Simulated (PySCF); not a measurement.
**Sr⁺ (strontium, charge +1): M06-L calculation**

Configuration: [Kr] 5s1, 2S determinant. Calculation: PySCF 2.14, in def2-TZVP with the def2 core potential (28 electrons) (6s4p3d, 33 functions); a scalar-relativistic core potential.

| Quantity | Value |
| --- | --- |
| Total energy | -30.4717 hartree |
| One-electron energy | -47.7809 hartree |
| Hartree (Coulomb) energy | 21.4001 hartree |
| Exchange-correlation energy | -4.0909 hartree |
| ⟨S²⟩ | 0.7513 |
| ⟨L²⟩ | 0.000 |
| Sum of ⟨r⟩ | 16.17 bohr |
| Sum of ⟨r²⟩ | 38.20 bohr² |
| Time after the integrals | 0.23 s of wall time on 1 thread of Intel(R) Xeon(R) 6975P-C (shared host) |

```csv
shell,electrons,mean orbital energy (eV),"rms radius, mean of both spins (bohr)"
4s α,1,-48.817,1.46
4s β,1,-48.718,1.46
4p α,3,-29.853,1.68
4p β,3,-29.780,1.68
5s α,1,-8.496,4.13
```

Energies and moments cover only the electrons outside the core potential.
